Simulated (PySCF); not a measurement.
C3H8ClFSi. Atoms are numbered in the order given.

```xyz
14

C     -3.4111    -0.4963     0.4124
C     -1.9647    -0.9284     0.2279
C     -1.0209     0.2412    -0.0588
Si     0.7493    -0.2683    -0.2833
F      1.2572    -1.0181     1.0637
Cl     1.9335     1.3951    -0.5523
H     -3.7944     0.0079    -0.4891
H     -3.5102     0.2091     1.2526
H     -4.0655    -1.3568     0.6188
H     -1.9034    -1.6630    -0.5945
H     -1.6181    -1.4609     1.1297
H     -1.0525     0.9816     0.7603
H     -1.3329     0.7850    -0.9688
H      0.9829    -1.1996    -1.4150
```

Geometry optimised at PBE0-D3(BJ)/def2-SVP. The structure was generated by enumeration; whether it is a known compound was not checked. One conformer was computed; it need not be the lowest.

The numbers are results of TDDFT-LC-ωPBE/def2-SVPD run with PySCF, not measurements.

Vertical excitations. Isolated molecule, no solvent.

Computed excitation energies, oscillator strengths and character:
```csv
state,energy (eV),λ (nm),f,main pairs
S1,8.36,148,0.025,"HOMO→LUMO+1 38 %, HOMO→LUMO+2 33 %"
S2,8.59,144,0.006,"HOMO→LUMO+1 28 %, HOMO→LUMO+2 27 %, HOMO→LUMO+3 10 %, HOMO→LUMO+7 6 %"
S3,9.17,135,0.017,"HOMO−1→LUMO+1 42 %, HOMO→LUMO 19 %, HOMO−2→LUMO+1 9 %"
S4,9.21,135,0.100,"HOMO→LUMO 53 %, HOMO−1→LUMO+1 11 %"
S5,9.60,129,0.072,"HOMO→LUMO+3 21 %, HOMO−3→LUMO+1 15 %, HOMO→LUMO+5 9 %, HOMO→LUMO+6 6 %"
S6,9.67,128,0.018,"HOMO−1→LUMO+2 45 %, HOMO−1→LUMO+5 8 %, HOMO−2→LUMO+2 7 %"
S7,9.72,128,0.003,"HOMO−2→LUMO 38 %, HOMO−1→LUMO 20 %, HOMO−2→LUMO+1 14 %"
S8,9.80,127,0.021,"HOMO−3→LUMO+1 18 %, HOMO→LUMO+3 17 %, HOMO−3→LUMO+2 17 %"
S9,9.91,125,0.001,"HOMO−3→LUMO+2 23 %, HOMO−3→LUMO 8 %, HOMO→LUMO+3 6 %, HOMO−4→LUMO 6 %"
S10,10.10,123,0.072,"HOMO−5→LUMO+2 22 %, HOMO−4→LUMO+1 14 %, HOMO−3→LUMO 11 %"
T1,7.83,158,0,"HOMO→LUMO+1 40 %, HOMO→LUMO+2 25 %"
T2,8.12,153,0,"HOMO→LUMO+2 29 %, HOMO→LUMO+1 18 %, HOMO→LUMO+3 11 %, HOMO→LUMO+7 6 %"
T3,8.57,145,0,"HOMO−1→LUMO+1 46 %, HOMO−2→LUMO+1 12 %"
T4,8.74,142,0,"HOMO→LUMO 20 %, HOMO−3→LUMO+1 14 %, HOMO→LUMO+4 10 %, HOMO→LUMO+8 7 %"
```
Triplets are in the Tamm–Dancoff approximation, which puts them higher than full response would, so one can lie above its singlet here.
